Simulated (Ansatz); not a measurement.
Method: CAM-B3LYP-D3(BJ)/def2-TZVP (Ansatz, an electronic-structure program). No frequencies were computed at this level.

Ansatz 0.2 input:
```yaml
crystal:
  periodic: [false, false, false]
  atoms:
    - { symbol: C, position_ang: [1.680798, 0.062741, 0.061631] }
    - { symbol: B, position_ang: [0.330115, -0.22944, -0.06513] }
    - { symbol: C, position_ang: [-1.159552, -0.463266, -0.201881] }
    - { symbol: N, position_ang: [-2.10149, 0.389981, -0.273928] }
    - { symbol: H, position_ang: [2.085819, 1.061859, 0.113298] }
    - { symbol: H, position_ang: [2.459294, -0.682282, 0.114951] }
    - { symbol: H, position_ang: [-1.504199, -1.501304, -0.247511] }
    - { symbol: H, position_ang: [-1.790787, 1.36171, -0.232458] }
basis:
  gaussian: { orbitals: def2-tzvp }
hamiltonian:
  xc: cam_b3lyp
  dispersion: d3bj
relax:
  max_steps: 150
```

Output:

```
Functional definition: CAM-B3LYP
860 factors; their error is unknown
292 factors; integrals over basis functions are off by at most 3.8e-6 eV
mean field evaluation 1: about -4294.5443 eV, gradient 6.0e1 eV
mean field evaluation 2: about -4293.2324 eV, gradient 6.3e1 eV
mean field evaluation 4: about -4302.1192 eV, gradient 3.4e0 eV
mean field evaluation 8: about -4302.1448 eV, gradient 1.1e-1 eV
mean field evaluation 16: about -4302.1345 eV, gradient 8.5e-5 eV
mean field -4302.13450134 eV, -158.1005268326 hartree, gradient 2.9e-5 eV, S^2 0.000000; 0 other end points of the search recorded, 0 dependent functions left out
reference -4302.13461418 eV, -158.1005309794 hartree; 14, 14 occupied and 134, 134 virtual orbitals, 860 factors
relax step   1: F+E_penalty+E_count = -4302.23492526 eV  Δ(F+E_penalty+E_count) = +0.000e0 eV  max|allowed force component| = 8.405e-1 eV/Å  Δτ_max = 0.0000 Å  (31 SCF iters, accepted)
these checks for a lower state are left out or cut short: starts, cluster_reference, orbital_swaps, neighbouring_geometries, increment
860 factors; their error is unknown
292 factors; integrals over basis functions are off by at most 3.5e-6 eV
mean field -4302.15156846 eV, -158.1011540379 hartree, gradient 1.6e-5 eV, S^2 0.000000; 0 other end points of the search recorded, 0 dependent functions left out
reference -4302.15168129 eV, -158.1011581843 hartree; 14, 14 occupied and 134, 134 virtual orbitals, 860 factors
relax step   2: F+E_penalty+E_count = -4302.25230940 eV  Δ(F+E_penalty+E_count) = -1.738e-2 eV  max|allowed force component| = 2.963e-1 eV/Å  Δτ_max = 0.0408 Å  (37 SCF iters, accepted)
these checks for a lower state are left out or cut short: starts, cluster_reference, orbital_swaps, neighbouring_geometries, increment
860 factors; their error is unknown
292 factors; integrals over basis functions are off by at most 3.6e-6 eV
mean field evaluation 32: about -4302.1613 eV, gradient 1.6e-5 eV
mean field -4302.16126404 eV, -158.1015103438 hartree, gradient 1.6e-5 eV, S^2 0.000000; 0 other end points of the search recorded, 0 dependent functions left out
reference -4302.16137693 eV, -158.1015144926 hartree; 14, 14 occupied and 134, 134 virtual orbitals, 860 factors
relax step   3: F+E_penalty+E_count = -4302.26221897 eV  Δ(F+E_penalty+E_count) = -9.910e-3 eV  max|allowed force component| = 6.412e-1 eV/Å  Δτ_max = 0.0478 Å  (36 SCF iters, accepted)
these checks for a lower state are left out or cut short: starts, cluster_reference, orbital_swaps, neighbouring_geometries, increment
860 factors; their error is unknown
292 factors; integrals over basis functions are off by at most 3.7e-6 eV
mean field -4302.16343572 eV, -158.1015901515 hartree, gradient 1.5e-5 eV, S^2 0.000000; 0 other end points of the search recorded, 0 dependent functions left out
reference -4302.16354856 eV, -158.1015942984 hartree; 14, 14 occupied and 134, 134 virtual orbitals, 860 factors
relax step   4: F+E_penalty+E_count = -4302.26434940 eV  Δ(F+E_penalty+E_count) = -2.130e-3 eV  max|allowed force component| = 4.207e-1 eV/Å  Δτ_max = 0.0114 Å  (37 SCF iters, accepted)
these checks for a lower state are left out or cut short: starts, cluster_reference, orbital_swaps, neighbouring_geometries, increment
860 factors; their error is unknown
292 factors; integrals over basis functions are off by at most 3.6e-6 eV
mean field -4302.16370562 eV, -158.1016000701 hartree, gradient 1.6e-5 eV, S^2 0.000000; 0 other end points of the search recorded, 0 dependent functions left out
reference -4302.16381831 eV, -158.1016042115 hartree; 14, 14 occupied and 134, 134 virtual orbitals, 860 factors
relax step   5: F+E_penalty+E_count = -4302.26478761 eV  Δ(F+E_penalty+E_count) = -4.382e-4 eV  max|allowed force component| = 3.203e-1 eV/Å  Δτ_max = 0.0206 Å  (36 SCF iters, accepted)
these checks for a lower state are left out or cut short: starts, cluster_reference, orbital_swaps, neighbouring_geometries, increment
860 factors; their error is unknown
292 factors; integrals over basis functions are off by at most 3.6e-6 eV
mean field -4302.16480732 eV, -158.1016405568 hartree, gradient 1.5e-5 eV, S^2 0.000000; 0 other end points of the search recorded, 0 dependent functions left out
reference -4302.16491998 eV, -158.1016446970 hartree; 14, 14 occupied and 134, 134 virtual orbitals, 860 factors
relax step   6: F+E_penalty+E_count = -4302.26585963 eV  Δ(F+E_penalty+E_count) = -1.072e-3 eV  max|allowed force component| = 1.758e-1 eV/Å  Δτ_max = 0.0042 Å  (37 SCF iters, accepted)
these checks for a lower state are left out or cut short: starts, cluster_reference, orbital_swaps, neighbouring_geometries, increment
860 factors; their error is unknown
292 factors; integrals over basis functions are off by at most 3.6e-6 eV
mean field -4302.16533044 eV, -158.1016597812 hartree, gradient 1.5e-5 eV, S^2 0.000000; 0 other end points of the search recorded, 0 dependent functions left out
reference -4302.16544306 eV, -158.1016639199 hartree; 14, 14 occupied and 134, 134 virtual orbitals, 860 factors
relax step   7: F+E_penalty+E_count = -4302.26637990 eV  Δ(F+E_penalty+E_count) = -5.203e-4 eV  max|allowed force component| = 8.068e-2 eV/Å  Δτ_max = 0.0030 Å  (37 SCF iters, accepted)
these checks for a lower state are left out or cut short: starts, cluster_reference, orbital_swaps, neighbouring_geometries, increment
860 factors; their error is unknown
292 factors; integrals over basis functions are off by at most 3.6e-6 eV
mean field evaluation 64: about -4302.1656 eV, gradient 1.9e-4 eV
mean field -4302.16559714 eV, -158.1016695822 hartree, gradient 1.5e-5 eV, S^2 0.000000; 0 other end points of the search recorded, 0 dependent functions left out
reference -4302.16570974 eV, -158.1016737203 hartree; 14, 14 occupied and 134, 134 virtual orbitals, 860 factors
relax step   8: F+E_penalty+E_count = -4302.26663919 eV  Δ(F+E_penalty+E_count) = -2.593e-4 eV  max|allowed force component| = 6.026e-2 eV/Å  Δτ_max = 0.0021 Å  (38 SCF iters, accepted)
these checks for a lower state are left out or cut short: starts, cluster_reference, orbital_swaps, neighbouring_geometries, increment
860 factors; their error is unknown
292 factors; integrals over basis functions are off by at most 3.6e-6 eV
mean field -4302.16569745 eV, -158.1016732686 hartree, gradient 1.5e-5 eV, S^2 0.000000; 0 other end points of the search recorded, 0 dependent functions left out
reference -4302.16581006 eV, -158.1016774068 hartree; 14, 14 occupied and 134, 134 virtual orbitals, 860 factors
relax step   9: F+E_penalty+E_count = -4302.26673339 eV  Δ(F+E_penalty+E_count) = -9.420e-5 eV  max|allowed force component| = 2.117e-2 eV/Å  Δτ_max = 0.0018 Å  (36 SCF iters, accepted)
these checks for a lower state are left out or cut short: starts, cluster_reference, orbital_swaps, neighbouring_geometries, increment
860 factors; their error is unknown
292 factors; integrals over basis functions are off by at most 3.6e-6 eV
mean field -4302.16573786 eV, -158.1016747539 hartree, gradient 1.5e-5 eV, S^2 0.000000; 0 other end points of the search recorded, 0 dependent functions left out
reference -4302.16585050 eV, -158.1016788931 hartree; 14, 14 occupied and 134, 134 virtual orbitals, 860 factors
relax step  10: F+E_penalty+E_count = -4302.26675416 eV  Δ(F+E_penalty+E_count) = -2.077e-5 eV  max|allowed force component| = 2.891e-2 eV/Å  Δτ_max = 0.0043 Å  (37 SCF iters, accepted)
these checks for a lower state are left out or cut short: starts, cluster_reference, orbital_swaps, neighbouring_geometries, increment
860 factors; their error is unknown
292 factors; integrals over basis functions are off by at most 3.7e-6 eV
mean field -4302.16574019 eV, -158.1016748393 hartree, gradient 1.6e-5 eV, S^2 0.000000; 0 other end points of the search recorded, 0 dependent functions left out
reference -4302.16585289 eV, -158.1016789808 hartree; 14, 14 occupied and 134, 134 virtual orbitals, 860 factors
relax step  11: F+E_penalty+E_count = -4302.26673071 eV  Δ(F+E_penalty+E_count) = +2.345e-5 eV  max|allowed force component| = 2.096e-2 eV/Å  Δτ_max = 0.0084 Å  (37 SCF iters, rejected (line search))
these checks for a lower state are left out or cut short: starts, cluster_reference, orbital_swaps, neighbouring_geometries, increment
860 factors; their error is unknown
292 factors; integrals over basis functions are off by at most 3.6e-6 eV
mean field -4302.16577119 eV, -158.1016759784 hartree, gradient 1.5e-5 eV, S^2 0.000000; 0 other end points of the search recorded, 0 dependent functions left out
reference -4302.16588385 eV, -158.1016801186 hartree; 14, 14 occupied and 134, 134 virtual orbitals, 860 factors
relax step  12: F+E_penalty+E_count = -4302.26678486 eV  Δ(F+E_penalty+E_count) = -3.070e-5 eV  max|allowed force component| = 7.819e-3 eV/Å  Δτ_max = 0.0042 Å  (38 SCF iters, accepted)
860 factors; their error is unknown
292 factors; integrals over basis functions are off by at most 3.6e-6 eV
mean field evaluation 96: about -4302.1759 eV, gradient 4.0e-1 eV
mean field -4302.16577119 eV, -158.1016759784 hartree, gradient 1.5e-5 eV, S^2 0.000000; 1 other end points of the search recorded, 0 dependent functions left out
reference -4302.16588385 eV, -158.1016801186 hartree; 14, 14 occupied and 134, 134 virtual orbitals, 860 factors
Total energy: -4302.26689752 eV, -158.1053923025 hartree
Atom 0 at     1.665440     0.076919     0.058747 Å, force    -0.002259    -0.001037    -0.000044 eV/Å
Atom 1 at     0.324178    -0.190009    -0.065379 Å, force     0.007819    -0.002025     0.001401 eV/Å
Atom 2 at    -1.163881    -0.475061    -0.202425 Å, force    -0.002292    -0.005260    -0.001405 eV/Å
Atom 3 at    -2.091339     0.394182    -0.272727 Å, force     0.001719     0.004143     0.000622 eV/Å
Atom 4 at     2.065921     1.081985     0.111503 Å, force     0.001007     0.003018    -0.000131 eV/Å
Atom 5 at     2.406010    -0.712674     0.111511 Å, force    -0.002316    -0.000518    -0.000298 eV/Å
Atom 6 at    -1.477504    -1.522677    -0.245437 Å, force     0.000182     0.000828     0.000220 eV/Å
Atom 7 at    -1.728827     1.347335    -0.226820 Å, force    -0.003861     0.000851    -0.000364 eV/Å
Dipole moment:     0.306646    -0.025993     0.026939 e Å
```

Cost: around 60 core-seconds (rough).
